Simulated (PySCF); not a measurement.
C$_{3}$H$_{10}$NSi (SMILES CC(C)[N][SiH3]), doublet, geometry from GFN2-xTB, with bond 6-1 at 2.0 times its length; DF-PBE/def2-SV(P) (PySCF).

Here is a job for PySCF.
```python
from pyscf import gto, scf, dft

mol = gto.Mole()
mol.atom = '''
    C    -1.03168335    1.41627940    0.43262065
    C    -0.75485625   -0.06269579    0.71937059
    C    -1.95336901   -0.93936973    0.29918919
    N     0.41021763   -0.57982438    0.17119726
    Si    1.70678196   -0.02210641   -0.73786580
    H    -2.85447683    2.05673392    1.43099969
    H    -1.14200511    1.56630404   -0.63869271
    H    -0.20281708    2.02598764    0.78282218
    H    -0.65548525   -0.18740293    1.81515368
    H    -1.73618709   -1.98371832    0.50302542
    H    -2.84593958   -0.64273490    0.84343636
    H    -2.12675227   -0.82150066   -0.76729518
    H     2.89010618   -0.51365032   -0.02257233
    H     1.57908167   -0.71597774   -2.02978355
    H     1.85605960    1.41916374   -0.99324642
'''
mol.basis = 'def2-sv(p)'
mol.spin = 1
mol.verbose = 4
mol.build()

mf = dft.UKS(mol)
mf.xc = 'pbe'
mf.conv_tol = 1e-7
mf = mf.density_fit(auxbasis='def2-universal-jkfit')
mf.kernel()
```

Question: What does PySCF print? Leave out banner, timings and long lists.

Answer: 
```
PySCF version 2.14.0

[INPUT] verbose = 4
[INPUT] num. atoms = 15
[INPUT] num. electrons = 49
[INPUT] charge = 0
[INPUT] spin (= nelec alpha-beta = 2S) = 1
[INPUT] symmetry False subgroup None
[INPUT] Mole.unit = angstrom
[INPUT] Symbol           X                Y                Z      unit          X                Y                Z       unit  Magmom
[INPUT]  1 C     -1.031683350000   1.416279400000   0.432620650000 AA   -1.949598978774   2.676380181863   0.817534544331 Bohr   0.0
[INPUT]  2 C     -0.754856250000  -0.062695790000   0.719370590000 AA   -1.426471575916  -0.118477872263   1.359413397167 Bohr   0.0
[INPUT]  3 C     -1.953369010000  -0.939369730000   0.299189190000 AA   -3.691332449113  -1.775151519407   0.565385628530 Bohr   0.0
[INPUT]  4 N      0.410217630000  -0.579824380000   0.171197260000 AA    0.775198972168  -1.095709278546   0.323515934676 Bohr   0.0
[INPUT]  5 Si     1.706781960000  -0.022106410000  -0.737865800000 AA    3.225350458748  -0.041775060497  -1.394364278683 Bohr   0.0
[INPUT]  6 H     -2.854476830000   2.056733920000   1.430999690000 AA   -5.394179437617   3.886663819903   2.704197498438 Bohr   0.0
[INPUT]  7 H     -1.142005110000   1.566304040000  -0.638692710000 AA   -2.158076890754   2.959885663400  -1.206954299656 Bohr   0.0
[INPUT]  8 H     -0.202817080000   2.025987640000   0.782822180000 AA   -0.383268734584   3.828561771354   1.479319524435 Bohr   0.0
[INPUT]  9 H     -0.655485250000  -0.187402930000   1.815153680000 AA   -1.238687601192  -0.354140212641   3.430143329196 Bohr   0.0
[INPUT] 10 H     -1.736187090000  -1.983718320000   0.503025420000 AA   -3.280918101106  -3.748684333082   0.950580277494 Bohr   0.0
[INPUT] 11 H     -2.845939580000  -0.642734900000   0.843436360000 AA   -5.378046373260  -1.214592931700   1.593863723900 Bohr   0.0
[INPUT] 12 H     -2.126752270000  -0.821500660000  -0.767295180000 AA   -4.018979325097  -1.552411258549  -1.449977746899 Bohr   0.0
[INPUT] 13 H      2.890106180000  -0.513650320000  -0.022572330000 AA    5.461509151113  -0.970658428595  -0.042655521693 Bohr   0.0
[INPUT] 14 H      1.579081670000  -0.715977740000  -2.029783550000 AA    2.984031884621  -1.353001839885  -3.835735001647 Bohr   0.0
[INPUT] 15 H      1.856059600000   1.419163740000  -0.993246420000 AA    3.507444314870   2.681830794513  -1.876963708005 Bohr   0.0

nuclear repulsion = 230.764267220274
number of shells = 52
number of NR pGTOs = 172
number of NR cGTOs = 94
basis = def2-sv(p)
ecp = {}

******** <class 'pyscf.df.df_jk.DFUKS'> ********
method = DFUKS
initial guess = minao
damping factor = 0
level_shift factor = 0
DIIS = <class 'pyscf.scf.diis.CDIIS'>
diis_start_cycle = 1
diis_space = 8
diis_damp = 0
SCF conv_tol = 1e-07
SCF conv_tol_grad = None
SCF max_cycles = 50
direct_scf = False
number electrons alpha = 25  beta = 24
XC library pyscf.dft.libxc version 7.1.2
    S. Lehtola, C. Steigemann, M. J. T. Oliveira, and M. A. L. Marques,  SoftwareX 7, 1–5 (2018)
XC functionals = pbe
    J. P. Perdew, K. Burke, and M. Ernzerhof,  Phys. Rev. Lett. 77, 3865 (1996)
    J. P. Perdew, K. Burke, and M. Ernzerhof,  Phys. Rev. Lett. 78, 1396 (1997)
    J. P. Perdew, K. Burke, and M. Ernzerhof,  Phys. Rev. Lett. 77, 3865 (1996)
    J. P. Perdew, K. Burke, and M. Ernzerhof,  Phys. Rev. Lett. 78, 1396 (1997)
radial grids:
    Treutler-Ahlrichs [JCP 102, 346 (1995); DOI:10.1063/1.469408] (M4) radial grids

becke partition: Becke, JCP 88, 2547 (1988); DOI:10.1063/1.454033
pruning grids: <function nwchem_prune>
grids dens level: 3
symmetrized grids: False
atomic radii adjust function: <function treutler_atomic_radii_adjust>
small_rho_cutoff = 0
Set gradient conv threshold to 0.000316228
tot grids = 173520
init E= -463.810698460335

cycle= 1 E= -463.650345786235  delta_E= 0.16  |g|= 0.368  |ddm|= 2.59
cycle= 2 E= -463.20246671755  delta_E= 0.448  |g|= 0.828  |ddm|= 1.58
cycle= 3 E= -463.717812522083  delta_E= -0.515  |g|=  0.2  |ddm|= 1.37
cycle= 4 E= -463.739643213342  delta_E= -0.0218  |g|= 0.0661  |ddm|= 0.281
cycle= 5 E= -463.737935974524  delta_E= 0.00171  |g|= 0.0665  |ddm|= 0.128
cycle= 6 E= -463.741934895924  delta_E= -0.004  |g|= 0.0164  |ddm|= 0.0899
cycle= 7 E= -463.742099812083  delta_E= -0.000165  |g|= 0.00382  |ddm|= 0.0211
cycle= 8 E= -463.742110448523  delta_E= -1.06e-05  |g|= 0.00138  |ddm|= 0.00542
cycle= 9 E= -463.742115954317  delta_E= -5.51e-06  |g|= 0.001  |ddm|= 0.00492
cycle= 10 E= -463.742120515042  delta_E= -4.56e-06  |g|= 0.000691  |ddm|= 0.00377
cycle= 11 E= -463.742127383332  delta_E= -6.87e-06  |g|= 0.000645  |ddm|= 0.00641
cycle= 12 E= -463.742145978043  delta_E= -1.86e-05  |g|= 0.00052  |ddm|= 0.0206
cycle= 13 E= -463.742166240321  delta_E= -2.03e-05  |g|= 0.000561  |ddm|= 0.0479
cycle= 14 E= -463.742165521494  delta_E= 7.19e-07  |g|= 0.000395  |ddm|= 0.00764
cycle= 15 E= -463.742166509633  delta_E= -9.88e-07  |g|= 0.000223  |ddm|= 0.0123
cycle= 16 E= -463.742166566135  delta_E= -5.65e-08  |g|= 4.56e-05  |ddm|= 0.00147
Extra cycle  E= -463.742166541738  delta_E= 2.44e-08  |g|= 0.000173  |ddm|= 0.000289
converged SCF energy = -463.742166541738  <S^2> = 0.77537299  2S+1 = 2.0252141
```
